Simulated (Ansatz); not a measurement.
One change: `[F][AlH][SH]` becomes `C[S][AlH][F]`.

Ansatz, PBE0-D4/def2-TZVP geometries, multiplicity 1. Each molecule was computed in one conformer, which needn't be the lowest.

```tsv
property	`[F][AlH][SH]`
vertical ionisation energy (CCSD(T)/CBS(def2)) / eV	10.67
LUMO energy (B3LYP/def2-TZVPP) / eV	-1.18
size of the dipole moment (ωB97M-V/def2-TZVPP) / D	1.82
LUMO energy (PBE0/def2-TZVPP) / eV	-0.97
LUMO energy (ωB97M-V/def2-TZVPP) / eV	0.65
size of the dipole moment (PBE/def2-TZVPP) / D	1.79
```

**Question.** What does the change do to each property? (An estimate is asked.)

**Answer.** Computed: 
| property | `C[S][AlH][F]` | shift |
| --- | --- | --- |
| vertical ionisation energy (CCSD(T)/CBS(def2)) / eV | 9.83 | -0.84 |
| LUMO energy (B3LYP/def2-TZVPP) / eV | -1.07 | 0.11 |
| size of the dipole moment (ωB97M-V/def2-TZVPP) / D | 2.54 | 0.72 |
| LUMO energy (PBE0/def2-TZVPP) / eV | -0.86 | 0.11 |
| LUMO energy (ωB97M-V/def2-TZVPP) / eV | 0.74 | 0.09 |
| size of the dipole moment (PBE/def2-TZVPP) / D | 2.57 | 0.78 |

With PBE0 the HOMO rises by 0.67 eV and the LUMO rises by 0.11 eV, so the gap narrows by about 0.56 eV. PBE moves the HOMO by 0.63 eV and ωB97M-V by 0.68 eV. The zero-point energy changes by 78.5 kJ/mol with +9 modes. Dipoles are sizes alone; their direction can turn.

B3LYP here is the variant with VWN-RPA as its local correlation; programs differ in this.
